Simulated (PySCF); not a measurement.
C₂H₅Ga, singlet, geometry from GFN2-xTB (such geometries of metal compounds can be far from the true shape); BHANDHLYP/6-31G, TDA run with PySCF.

Here is a job for PySCF.
```python
from pyscf import gto, scf, dft, tdscf

mol = gto.M(
    atom='''
Ga   -0.07131881    0.09029471    0.73380578
H    -0.88610036    1.44307634    0.80495467
H     0.30616078   -0.59098057    2.11237419
C     0.39341567   -0.61246005   -1.08830328
C    -0.01822282    0.11241158   -2.12443241
H     0.95009744   -1.53170901   -1.26655324
H     0.16451676   -0.15166391   -3.15808669
H    -0.57494858    1.03243207   -1.96425405
''',
    basis='6-31g',
    verbose=4,
)

mf = dft.RKS(mol)
mf.xc = 'bhandhlyp'
mf.kernel()
td = mf.TDA()
td.nstates = 5
td.kernel()
td.analyze()
```

Question: What does PySCF print? Leave out banner, timings and long lists.

Answer: 
```
PySCF version 2.14.0

[INPUT] verbose = 4
[INPUT] num. atoms = 8
[INPUT] num. electrons = 48
[INPUT] charge = 0
[INPUT] spin (= nelec alpha-beta = 2S) = 0
[INPUT] symmetry False subgroup None
[INPUT] Mole.unit = angstrom
[INPUT] Symbol           X                Y                Z      unit          X                Y                Z       unit  Magmom
[INPUT]  1 Ga    -0.071318810000   0.090294710000   0.733805780000 AA   -0.134773018430   0.170632272397   1.386691952823 Bohr   0.0
[INPUT]  2 H     -0.886100360000   1.443076340000   0.804954670000 AA   -1.674486999279   2.727019059440   1.521143868990 Bohr   0.0
[INPUT]  3 H      0.306160780000  -0.590980570000   2.112374190000 AA    0.578560024283  -1.116791422239   3.991808691700 Bohr   0.0
[INPUT]  4 C      0.393415670000  -0.612460050000  -1.088303280000 AA    0.743447869412  -1.157381756737  -2.056595139666 Bohr   0.0
[INPUT]  5 C     -0.018222820000   0.112411580000  -2.124432410000 AA   -0.034436139017   0.212427099430  -4.014595425050 Bohr   0.0
[INPUT]  6 H      0.950097440000  -1.531709010000  -1.266553240000 AA    1.795423953250  -2.894510531429  -2.393438745781 Bohr   0.0
[INPUT]  7 H      0.164516760000  -0.151663910000  -3.158086690000 AA    0.310891619301  -0.286603252881  -5.967918921734 Bohr   0.0
[INPUT]  8 H     -0.574948580000   1.032432070000  -1.964254050000 AA   -1.086495351908   1.951013854518  -3.711902193568 Bohr   0.0

nuclear repulsion = 152.973887725785
number of shells = 31
number of NR pGTOs = 154
number of NR cGTOs = 55
basis = 6-31g
ecp = {}

******** <class 'pyscf.dft.rks.RKS'> ********
method = RKS
initial guess = minao
damping factor = 0
level_shift factor = 0
DIIS = <class 'pyscf.scf.diis.CDIIS'>
diis_start_cycle = 1
diis_space = 8
diis_damp = 0
SCF conv_tol = 1e-09
SCF conv_tol_grad = None
SCF max_cycles = 50
direct_scf = True
direct_scf_tol = 1e-13
XC library pyscf.dft.libxc version 7.1.2
    S. Lehtola, C. Steigemann, M. J. T. Oliveira, and M. A. L. Marques,  SoftwareX 7, 1–5 (2018)
XC functionals = bhandhlyp
    A. D. Becke,  J. Chem. Phys. 98, 1372 (1993)
    Defined through Gaussian implementation.
radial grids:
    Treutler-Ahlrichs [JCP 102, 346 (1995); DOI:10.1063/1.469408] (M4) radial grids

becke partition: Becke, JCP 88, 2547 (1988); DOI:10.1063/1.454033
pruning grids: <function nwchem_prune>
grids dens level: 3
symmetrized grids: False
atomic radii adjust function: <function treutler_atomic_radii_adjust>
small_rho_cutoff = 0
Set gradient conv threshold to 3.16228e-05
Initial guess from minao.
tot grids = 98184
init E= -2003.13147270047
  HOMO = -0.310754179468041  LUMO = -0.0811333687430777  gap/eV = 6.24830
cycle= 1 E= -2003.56369397372  delta_E= -0.432  |g|= 0.223  |ddm|= 2.49
  HOMO = -0.290966246097744  LUMO = -0.029855585848289  gap/eV = 7.10518
cycle= 2 E= -2003.57285386484  delta_E= -0.00916  |g|= 0.165  |ddm|= 0.411
  HOMO = -0.332416356723839  LUMO = -0.0326409373425869  gap/eV = 8.15730
cycle= 3 E= -2003.58072019939  delta_E= -0.00787  |g|= 0.0334  |ddm|= 0.203
  HOMO = -0.328199475489765  LUMO = -0.0306629685676252  gap/eV = 8.09638
cycle= 4 E= -2003.58097698279  delta_E= -0.000257  |g|= 0.0163  |ddm|= 0.0434
  HOMO = -0.326326664578878  LUMO = -0.0304902011952168  gap/eV = 8.05012
cycle= 5 E= -2003.58104884698  delta_E= -7.19e-05  |g|= 0.00192  |ddm|= 0.016
  HOMO = -0.326577136323299  LUMO = -0.0306080118403691  gap/eV = 8.05373
cycle= 6 E= -2003.58104980505  delta_E= -9.58e-07  |g|= 0.000604  |ddm|= 0.00216
  HOMO = -0.326597882792087  LUMO = -0.0306208157143955  gap/eV = 8.05395
cycle= 7 E= -2003.58104984291  delta_E= -3.79e-08  |g|= 9.77e-05  |ddm|= 0.000485
  HOMO = -0.326582121527832  LUMO = -0.0306056583343994  gap/eV = 8.05393
cycle= 8 E= -2003.58104984523  delta_E= -2.32e-09  |g|= 8.84e-06  |ddm|= 0.000187
  HOMO = -0.326582119511027  LUMO = -0.0306077603798594  gap/eV = 8.05387
cycle= 9 E= -2003.58104984527  delta_E= -4.32e-11  |g|= 2.05e-06  |ddm|= 2.42e-05
  HOMO = -0.326582463139066  LUMO = -0.0306074164106271  gap/eV = 8.05389
Extra cycle  E= -2003.58104984528  delta_E= -7.73e-12  |g|= 1.46e-06  |ddm|= 6.32e-06
converged SCF energy = -2003.58104984528

******** <class 'pyscf.tdscf.rks.TDA'> for <class 'pyscf.dft.rks.RKS'> ********
nstates = 5 singlet
deg_eia_thresh = 1.000e-03
wfnsym = None
conv_tol = 1e-05
eigh lindep = 1e-12
eigh level_shift = 0
eigh max_cycle = 100

Excitation energies (eV)
[5.20853194 5.60638458 6.05205187 7.34045686 7.93546408]

** Singlet excitation energies and oscillator strengths **
Excited State   1:      5.20853 eV    238.04 nm  f=0.0001
      23 -> 25       -0.69905
Excited State   2:      5.60638 eV    221.15 nm  f=0.0000
      22 -> 25       -0.70243
Excited State   3:      6.05205 eV    204.86 nm  f=0.1765
      24 -> 25       -0.69256
Excited State   4:      7.34046 eV    168.91 nm  f=0.0109
      23 -> 27       -0.67997
Excited State   5:      7.93546 eV    156.24 nm  f=0.0570
      24 -> 26       -0.68509
      24 -> 29        0.10307

** Transition electric dipole moments (AU) **
state          X           Y           Z        Dip. S.      Osc.
  1         0.0261      0.0157      0.0006      0.0009      0.0001
  2        -0.0003     -0.0002     -0.0000      0.0000      0.0000
  3        -0.0153      0.0675     -1.0890      1.1906      0.1765
  4        -0.2112     -0.1270     -0.0049      0.0607      0.0109
  5         0.4638      0.2788      0.0108      0.2929      0.0570

** Transition velocity dipole moments (imaginary part, AU) **
state          X           Y           Z        Dip. S.      Osc.
  1         0.0107      0.0064      0.0002      0.0002      0.0005
  2         0.0006      0.0003      0.0000      0.0000      0.0000
  3         0.0074     -0.0095     -0.0707      0.0051      0.0154
  4        -0.0238     -0.0143     -0.0006      0.0008      0.0019
  5         0.1701      0.1022      0.0040      0.0394      0.0900

** Transition magnetic dipole moments (imaginary part, AU) **
state          X           Y           Z
  1         0.2307     -0.3904      0.1708
  2         0.2606     -0.3942     -1.0204
  3        -0.0871     -0.0524     -0.0020
  4        -0.6824      1.1645     -0.7543
  5        -0.2818      0.4759     -0.1842
```
